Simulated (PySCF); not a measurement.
# NbO2Cl: one-bond stretch

All numbers come from PySCF, B3LYP, basis Nb def2-SVP with ECP28, O def2-SVP, Cl def2-SVP (scalar-relativistic core potentials, no spin–orbit coupling, density fitting).

Rigid scan from the singlet minimum (Nb–Cl 2.350 Å, Nb–O 1.712 Å (×2); Cl–Nb–O 115.2° (×2), O–Nb–O 107.0°). Coordinate: the bond from Nb to the last atom (Cl) scaled, the rest fixed. Energies in kJ/mol from the minimum.

```json
{"scale of one bond": "0.92", "E (kJ/mol)": "32.1", "dipole size (D)": "4.56"}
{"scale of one bond": "0.96", "E (kJ/mol)": "7.0", "dipole size (D)": "4.45"}
{"scale of one bond": "1.00", "E (kJ/mol)": "0.0", "dipole size (D)": "4.40"}
{"scale of one bond": "1.05", "E (kJ/mol)": "8.2", "dipole size (D)": "4.41"}
{"scale of one bond": "1.12", "E (kJ/mol)": "38.8", "dipole size (D)": "4.55"}
{"scale of one bond": "1.20", "E (kJ/mol)": "87.2", "dipole size (D)": "4.84"}
{"scale of one bond": "1.35", "E (kJ/mol)": "185.8", "dipole size (D)": "5.55"}
{"scale of one bond": "1.55", "E (kJ/mol)": "297.9", "dipole size (D)": "–"}
{"scale of one bond": "1.80", "E (kJ/mol)": "392.2", "dipole size (D)": "–"}
{"scale of one bond": "2.20", "E (kJ/mol)": "469.5", "dipole size (D)": "–"}
```

At long bonds a restricted determinant can lie too high, and another spin state can fall below this curve.
